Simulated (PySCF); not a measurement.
PbBr2, SMILES [Br][Pb][Br] (connectivity only; charge and spin as stated), neutral, multiplicity 1. Heavy atoms are numbered as in [Pb:1]([Br:2])[Br:3].

The structure is a stationary point at r2SCAN-D4/def2-SVP. The isomer is the one that the SMILES or the coordinates give; other isomers of the formula were not compared. The def2 effective core potentials stand for the cores of Pb; spin–orbit coupling is left out.

The numbers are results of PySCF with HF/def2-TZVPD, not measurements.

Mulliken values depend strongly on the basis, most of all with diffuse functions as here. ESP charges are fitted to the potential on shells at 1.4 to 2.0 van der Waals radii. Atomic charges (e), one atom of each kind:

| atom | ESP fit | Mulliken |
|---|---|---|
| Pb1 | 0.65 | 0.85 |
| Br2 | -0.33 | -0.42 |
